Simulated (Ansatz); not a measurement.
Consider the formal hydrolysis of a C–Si bond: `[SiH3]C[SiH2]Br` + H₂O → `OC[SiH2]Br` + SiH₄.

Program: Ansatz. Geometries: PBE0-D4/def2-TZVP. ΔE: electronic, gas phase. CBS: MP2 limit from def2 TZ/QZ plus the TZ coupled-cluster correction, frozen cores. This one scheme is used for every species. For Br outer-core shells are correlated without core-valence functions, which leaves a few kJ/mol of doubt a bond. Scalar relativity is left out up to krypton. Each species was taken in one conformer, which may not be the lowest.

`[SiH3]C[SiH2]Br`:

Z-matrix (Å, degrees):
```
Si
C 1 1.878
H 1 1.487 2 110.1
H 1 1.486 2 110.5 3 120.2
H 1 1.487 2 110.1 3 -119.6
Si 2 1.857 1 114.1 3 59.7
H 2 1.095 1 108.9 3 -178.6
H 2 1.095 1 108.9 3 -61.9
Br 6 2.229 2 110.4 1 179.8
H 6 1.482 2 111.2 1 -61.5
H 6 1.482 2 111.2 1 61.2
```

H₂O:

Z-matrix (Å, degrees):
```
O
H 1 0.960
H 1 0.960 2 105.1
```

`OC[SiH2]Br`:

Cartesian coordinates in Å:
```
O 0.936 -1.345 -0.614
C 0.665 0.043 -0.649
Si -0.879 0.495 0.332
Br -0.572 -0.350 2.378
H 0.982 -1.619 0.308
H 0.503 0.309 -1.699
H 1.519 0.640 -0.301
H -1.055 1.963 0.461
H -2.100 -0.137 -0.218
```

SiH₄:

```xyz
5

Si    0.000    0.000    0.000
H     0.875   -1.078   -0.526
H    -1.411   -0.289   -0.358
H     0.405    1.299   -0.593
H     0.132    0.068    1.477
```

| species | SCS-MP2/def2-TZVPP energy (Eh) |
| --- | --- |
| `[SiH3]C[SiH2]Br` | -3193.02846 |
| H₂O | -76.32077 |
| `OC[SiH2]Br` | -2977.88657 |
| SiH₄ | -291.41820 |

Question: Work out ΔE.

Answer: ΔE = (-2977.88657) + (-291.41820) − (-3193.02846) − (-76.32077) = 0.04446 Eh = +116.7 kJ/mol. CCSD(T)/CBS gives +121.4 kJ/mol.

Largest T1 diagnostic among the species: 0.011.

From PBE to PBE0 (25 % exact exchange), in def2-TZVPP and without D4, ΔE moves by +6.6 kJ/mol. In def2-TZVPP, CCSD(T) changes the Hartree–Fock value by +13.2 kJ/mol (the triples alone add +0.8 kJ/mol) and MP2 by +23.5 kJ/mol. The D4 term adds +5.7 kJ/mol with B3LYP and +3.3 kJ/mol with PBE0; it sums over pairs of atoms, weighted by their polarisabilities, and B3LYP, whose exchange is more repulsive, gets the larger term.

B3LYP here is the variant with VWN-RPA as its local correlation; programs differ in this.
